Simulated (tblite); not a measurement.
Compound: C₆H₁₃NOSi.
SMILES with atom numbers: `[CH3:1]/[N:2]=[CH:3]\[C:4](=[O:5])[CH2:6][CH2:7][SiH2:8][CH3:9]` (hydrogens: H10, H11, H12 on C1; H13 on C3; H14, H15 on C6; H16, H17 on C7; H18, H19 on Si8; H20, H21, H22 on C9)

A start from a force field or distance geometry was refined with GFN2-xTB geometry optimisation, gas phase in tblite 0.8.0. Values at the start:

| coordinate | start |
| --- | --- |
| C1–N2 | 1.461 Å |
| C1–H10 | 1.094 Å |
| N2=C3 | 1.268 Å |
| C3–C4 | 1.516 Å |
| C3–H13 | 1.096 Å |
| C4=O5 | 1.217 Å |
| C4–C6 | 1.514 Å |
| C6–C7 | 1.525 Å |
| C6–H14 | 1.098 Å |
| C7–Si8 | 1.882 Å |
| C7–H16 | 1.082 Å |
| Si8–C9 | 1.852 Å |
| Si8–H18 | 1.478 Å |
| Si8–H19 | 1.480 Å |
| C9–H20 | 1.098 Å |
| C1–N2–C3 | 118.2° |
| N2–C3–C4 | 125.7° |
| C3–C4–O5 | 118.8° |
| C3–C4–C6 | 115.5° |
| C4–C6–C7 | 113.5° |
| O5–C4–C6 | 125.7° |
| C6–C7–Si8 | 115.5° |
| C7–Si8–C9 | 111.6° |
| C1–N2–C3–C4 | 3° |
| N2–C3–C4–O5 | -83° |
| C4–C6–C7–Si8 | 76° |
| C6–C7–Si8–C9 | -172° |

**Question.** How do these coordinates change at the GFN2-xTB level?

**Answer.** 
```csv
coordinate,GFN2-xTB (Å or °),change
Si8–C9,1.897,+0.045
C1–N2,1.430,-0.031
C7–Si8,1.909,+0.027
Si8–H19,1.462,-0.018
N2=C3,1.255,-0.013
C9–H20,1.086,-0.012
C3–C4,1.504,-0.012
C4=O5,1.206,-0.011
C3–H13,1.087,-0.009
C7–H16,1.091,+0.009
C6–H14,1.093,-0.005
Si8–H18,1.475,-0.003
C4–C6,1.512,-0.002
C6–C7,1.523,-0.002
C1–H10,1.095,+0.001
C3–C4–O5,123.5,+4.7
C1–N2–C3,122.2,+4.0
C7–Si8–C9,108.5,-3.1
C6–C7–Si8,112.7,-2.8
C3–C4–C6,113.0,-2.5
O5–C4–C6,123.6,-2.1
N2–C3–C4,127.8,+2.1
C4–C6–C7,112.2,-1.3
C6–C7–Si8–C9,167,-21
N2–C3–C4–O5,-69,+14
C4–C6–C7–Si8,63,-13
C1–N2–C3–C4,1,-2
```

The energy falls by 18.4 kJ/mol over 120 L-BFGS steps, the largest force on an atom goes from 1.40 to 0.010 eV/Å, and the atoms move by 0.487 Å rms after alignment. The bond that changes most is Si8–C9 (SiH2 silicon to Si-methyl carbon), which lengthens by 0.045 Å. Bonds longer at the end by more than 0.005 Å: 3 of 21; shorter: 11. Among the dihedrals that turn most is H12–C1–N2–C3, from -64° to -125°. Rotational constants go from 2469, 665.8, 606.1 to 2535, 677.7, 607.3 MHz.

GFN2-xTB frequencies show an imaginary mode (26i cm⁻¹), so the point is no minimum at that level. 3 starts were optimised and ended at 0.00, 0.57 and 1.05 kcal/mol (GFN2-xTB); the lowest of these is shown.

All values are computed, not measured.
